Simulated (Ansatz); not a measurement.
`O[Si@@H](Cl)O[Si@H](F)Cl` and `O[SiH](Cl)[O][GeH3]` differ in one atom or group.

Ansatz, PBE0-D4/def2-TZVP geometries, multiplicity 1. Each molecule was computed in one conformer, which needn't be the lowest.

Scalar relativity is left out up to krypton.

```tsv
property	`O[Si@@H](Cl)O[Si@H](F)Cl`
size of the dipole moment (ωB97M-V/def2-TZVPP) / D	0.60
HOMO–LUMO gap (ωB97M-V/def2-TZVPP) / eV	13.86
LUMO energy (B3LYP/def2-TZVPP) / eV	0.24
HOMO energy (ωB97M-V/def2-TZVPP) / eV	-11.72
HOMO–LUMO gap (PBE0/def2-TZVPP) / eV	9.96
size of the dipole moment (B3LYP/def2-TZVPP) / D	0.60
```

Q: What does the change do to each property? (An estimate is asked.)

A: Computed: 
```
                                          property  `O[SiH](Cl)[O][GeH3]`  shift
size of the dipole moment (ωB97M-V/def2-TZVPP) / D                   1.37   0.77
           HOMO–LUMO gap (ωB97M-V/def2-TZVPP) / eV                  13.00  -0.86
               LUMO energy (B3LYP/def2-TZVPP) / eV                  -0.22  -0.46
             HOMO energy (ωB97M-V/def2-TZVPP) / eV                 -11.17   0.55
              HOMO–LUMO gap (PBE0/def2-TZVPP) / eV                   8.92  -1.04
  size of the dipole moment (B3LYP/def2-TZVPP) / D                   1.33   0.73
```

With PBE0 the HOMO rises by 0.51 eV and the LUMO falls by 0.53 eV, so the gap narrows by about 1.04 eV. PBE moves the HOMO by 0.44 eV and ωB97M-V by 0.55 eV. Dipoles are sizes alone; their direction can turn.

B3LYP here is the variant with VWN-RPA as its local correlation; programs differ in this.
